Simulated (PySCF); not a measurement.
Computed properties of C₂H₅Zn, SMILES [CH2](C)[Zn+], charge +1

Zn(Et) (C₂H₅Zn), SMILES C[CH2][Zn+], charge +1. Geometry: PBE0-D3(BJ)/def2-SVP. The spin state was assumed, not searched. The isomer is the one that the SMILES or the coordinates give; other isomers of the formula were not compared. One conformer was computed; it need not be the lowest. All values are computed for the isolated molecule unless a solvent is named; none is compared with measurement here.

**Structure.** The optimised structure has Cs symmetry. All 18 harmonic modes at PBE0-D3(BJ)/def2-SVP (PySCF) are real, so it is a minimum. With heavy atoms numbered as in [Zn+:1][CH2:2][CH3:3], the shortest bond between them is C2–C3 at 1.498 Å and the longest Zn1–C2 at 2.028 Å.

**Vibrations.** The strongest infrared lines (harmonic, unscaled, degenerate partners summed) lie at 1134 cm⁻¹ (232 km/mol, H 75 %, C 25 %), 1065 cm⁻¹ (75 km/mol, C 71 %, H 29 %), 925 cm⁻¹ (60 km/mol, H 80 %, C 20 %). The softest mode is at 221 cm⁻¹ and the zero-point energy is 40.3 kcal/mol.

**Electronic structure.** r2SCAN/def2-TZVPD (PySCF) places the frontier levels at -12.78 and -9.51 eV, a gap of 3.27 eV and a mean polarisability of 54.6 bohr³. PBE/def2-TZVPD (PySCF) at the same geometry gives -12.70 and -9.69 eV, so its gap is 0.26 eV narrower. An orbital gap is neither the optical nor the fundamental gap.

**Excitations.** TDA-PBE0/def2-SVPD (PySCF) has S1 at 4.91 eV (252 nm, f = 0.000, dark); the most intense of the 10 singlets computed lies at 4.97 eV (f = 0.65). T1 (TDA) is at 2.27 eV, 2.64 eV under S1. TDA-PBE/def2-SVPD (PySCF) puts S1 at 4.18 eV. No vertical singlet excitation falls in the visible range (under 3.1 eV).

**NMR.** GIAO shifts at PBE0/pcSseg-1 (PySCF) (non-relativistic, atoms alike by connectivity averaged): ¹³C from 28.1 to 83.6 ppm against TMS; ¹H from 3.0 to 5.4 ppm against TMS.
